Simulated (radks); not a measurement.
These are the eigenvalues of the occupied orbitals of an atom or ion with whole-number occupations (hartree). Calculated with a radial shooting solver on a logarithmic mesh with Libxc functionals: non-relativistic Kohn-Sham, r2SCAN, spin-polarised, spherical densities, point nucleus; meta-GGA in the generalised Kohn-Sham scheme.

1s up: -823.8109
1s down: -823.8105
2s up: -117.6351
2s down: -117.6186
2p up: -108.9454
2p down: -108.9335
3s up: -21.12174
3s down: -21.11775
3p up: -17.66003
3p down: -17.65384
3d up: -11.31434
3d down: -11.30169
4s up: -2.93538
4s down: -2.87112
4p up: -1.88342
4p down: -1.81649
4d up: -0.26380
4d down: -0.19268
5s up: -0.16886

Which element is it, and in what charge state? The configuration may be excited. Open shells, if any, are filled with parallel spins first.

Answer. Z = 45, rhodium, charge 0: Rh in [Kr] 4d8 5s1. The list shows which subshells hold electrons but not how many an open one holds; the 1s level, -823.81 hartree, gives Z - s = 40.6 by -(Z - s)^2/2, which with screening narrows Z to a few neighbours, and the depths of the outer levels then fix element, charge and occupations together.
